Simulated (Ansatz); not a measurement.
One change: `N[Si]1(F)C=N1` becomes `F[SiH]1C=N1`.

Ansatz, PBE0-D4/def2-TZVP geometries, multiplicity 1. Each molecule was computed in one conformer, which needn't be the lowest.

```tsv
property	`N[Si]1(F)C=N1`
HOMO–LUMO gap (ωB97M-V/def2-TZVPP) / eV	10.18
HOMO–LUMO gap (B3LYP/def2-TZVPP) / eV	5.13
HOMO energy (ωB97M-V/def2-TZVPP) / eV	-8.66
HOMO energy (PBE0/def2-TZVPP) / eV	-6.40
size of the dipole moment (ωB97M-V/def2-TZVPP) / D	3.08
ideal-gas entropy at 298 K and 1 bar (rigid rotor, harmonic PBE0-D4/def2-TZVP) / J/(mol·K)	321
```

**Question.** Give the same properties after the change, and the shifts. (An estimate is asked.)

**Answer.** Ansatz gave: 
| property | `F[SiH]1C=N1` | shift |
| --- | --- | --- |
| HOMO–LUMO gap (ωB97M-V/def2-TZVPP) / eV | 10.38 | 0.20 |
| HOMO–LUMO gap (B3LYP/def2-TZVPP) / eV | 5.37 | 0.24 |
| HOMO energy (ωB97M-V/def2-TZVPP) / eV | -9.20 | -0.54 |
| HOMO energy (PBE0/def2-TZVPP) / eV | -6.98 | -0.58 |
| size of the dipole moment (ωB97M-V/def2-TZVPP) / D | 2.01 | -1.07 |
| ideal-gas entropy at 298 K and 1 bar (rigid rotor, harmonic PBE0-D4/def2-TZVP) / J/(mol·K) | 282 | -39 |

With PBE0 the HOMO falls by 0.58 eV and the LUMO falls by 0.33 eV, so the gap widens by about 0.25 eV. PBE moves the HOMO by -0.63 eV and ωB97M-V by -0.54 eV. The zero-point energy changes by -47.4 kJ/mol with -6 modes. Dipoles are sizes alone; their direction can turn.

B3LYP here is the variant with VWN-RPA as its local correlation; programs differ in this.
